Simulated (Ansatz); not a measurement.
Born–Oppenheimer molecular dynamics of CH6GaN (9 atoms, charge 0, multiplicity 1). It starts at the highest image of a converged band. Of that band: Neighbouring images differ by up to 3.9 eV, so the band resolves the path poorly. A vibrational analysis at the climbing image gives one clearly imaginary mode, 1693i cm⁻¹: a first-order saddle point.

Theory: RHF/def2-SVP in Ansatz.

* ensemble: NVE (velocity Verlet)
* time step: 0.5 fs
* steps asked: 200
* starting velocities drawn for: 300 K
* seed: 8367

First frame:

```xyz
9
Properties=species:S:1:pos:R:3
Ga 0.536 -0.019 -0.743
C 1.001 -0.081 1.521
H 0.402 -0.941 1.837
H 2.001 -0.165 1.946
H 0.547 0.858 1.855
H 1.881 -0.138 0.008
N -1.257 0.132 -0.659
H -1.780 0.167 0.195
H -1.847 0.187 -1.463
```

Q: How far do the bonds stretch over the last three quarters of this one trajectory? (Pairs bonded in most of those frames.)

A: 
```tsv
bond	mean (Å)	spread (Å)	shortest	longest
Ga1–C2	2.008	0.119	1.85	2.19
Ga1–H6	1.721	0.215	1.36	2.11
Ga1–N7	1.898	0.086	1.75	2.06
C2–H3	1.101	0.025	1.06	1.16
C2–H4	1.098	0.020	1.06	1.14
C2–H5	1.103	0.017	1.07	1.14
N7–H8	1.018	0.011	1.00	1.04
N7–H9	1.018	0.014	0.99	1.06
```

Mean temperature of the second half: 2192 K. The conserved energy stayed within 0.6 meV per atom of its start (net change 0.083 meV per atom), so the integration is sound. The kinetic energy rose, since the run started high on the potential surface and went downhill. A run of 0.1 ps of so small a system gives no equilibrium averages. The orbitals stay closed-shell, which can raise the energy where a bond breaks towards radicals; this wasn't checked here.

Run time: 5.5 min on 1 thread of Arm Neoverse V2, on a shared host, peak memory 0.17 GiB.
